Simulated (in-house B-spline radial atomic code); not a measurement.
The numbers below are computed, except where a source is named.
# Ghost states of the separable form: Sn

Sn, [Kr] 4d10 5s2 5p2, non-relativistic LDA (VWN5), spherical and spin-unpolarised, from a B-spline radial code for spherical atoms (atomic units; all potentials screened as in the neutral atom).

Troullier-Martins channels: 5s (ε = -0.3693, r_c = 1.789 bohr), 5p (ε = -0.1444, r_c = 2.185 bohr), 4d (ε = -1.0050, r_c = 0.727 bohr). In the Kleinman-Bylander form one channel serves as the local potential, and each other channel l becomes |δV u><u δV|/<u|δV|u>, with δV = V_l − V_local and u the pseudo-orbital. Its strength is E_KB = <u|δV²|u>/<u|δV|u>. By the analysis of Gonze, Stumpf and Scheffler a spurious state lies below the reference level ε if E_KB > 0 and ε is above the second level of the local potential alone, or if E_KB < 0 and ε is above its first. The table's levels are those of angular momentum l in a sphere of 9 bohr, whose wall can lift a shallow ε a little above its free-atom value.

| local | channel | <u δV u> | <u δV² u> | ε | first local level | second local level |
| --- | --- | --- | --- | --- | --- | --- |
| p | s | -0.030088 | 0.072212 | -0.3693 | -0.3524 | 0.0359 |
| p | d | -6.1312 | 76.062 | -1.0050 | 0.0619 | 0.2832 |
| s | p | 0.017976 | 0.030524 | -0.1435 | -0.1668 | 0.1114 |
| s | d | -6.6232 | 83.27 | -1.0050 | 0.0568 | 0.2714 |
| d | p | 0.17448 | 0.67734 | -0.1435 | -11.3029 | -1.8682 |
| d | s | 0.46338 | 4.0892 | -0.3693 | -33.2402 | -4.9482 |

Task: Apply the rule to each row.

Result: Local p, channel s: E_KB = -2.4, so ε = -0.3693 is set against -0.3524: no ghost. Local p, channel d: E_KB = -12.4, so ε = -1.0050 is set against 0.0619: no ghost. Local s, channel p: E_KB = +1.7, so ε = -0.1435 is set against 0.1114: no ghost. Local s, channel d: E_KB = -12.6, so ε = -1.0050 is set against 0.0568: no ghost. Local d, channel p: E_KB = +3.88, so ε = -0.1435 is set against -1.8682: a ghost. Local d, channel s: E_KB = +8.82, so ε = -0.3693 is set against -4.9482: a ghost.

Diagonalising the separable Hamiltonian gives:

```csv
local,channel,three lowest levels,"all-electron, two lowest valence levels"
p,s,"-0.3693, 0.0357, 0.3409","-0.3693, 0.0390"
p,d,"-1.0050, 0.0805, 0.3334","-1.0050, 0.0755"
s,p,"-0.1435, 0.1209, 0.4745","-0.1435, 0.1211"
s,d,"-1.0050, 0.0788, 0.3274","-1.0050, 0.0755"
d,p,"-10.2565, -0.1435, 0.1202","-0.1435, 0.1211"
d,s,"-29.5580, -0.8801, -0.3693","-0.3693, 0.0390"
```

Task: Which choices of local channel are safe?

Result: Free of ghosts: s, p. With d local the p channel has a ghost 10.11 hartree below ε, since the local potential binds more than one state below ε, and a repulsive term of rank one raises each level at most to the next, so it clears only one of them. With d local the s channel has two ghosts, the lowest 29.19 hartree below ε, since the local potential binds more than one state below ε, and a repulsive term of rank one raises each level at most to the next, so it clears only one of them. Among the safe choices the second level, which tests transfer, is off by at most 3.3 millihartree (s local), 5.0 millihartree (p local).
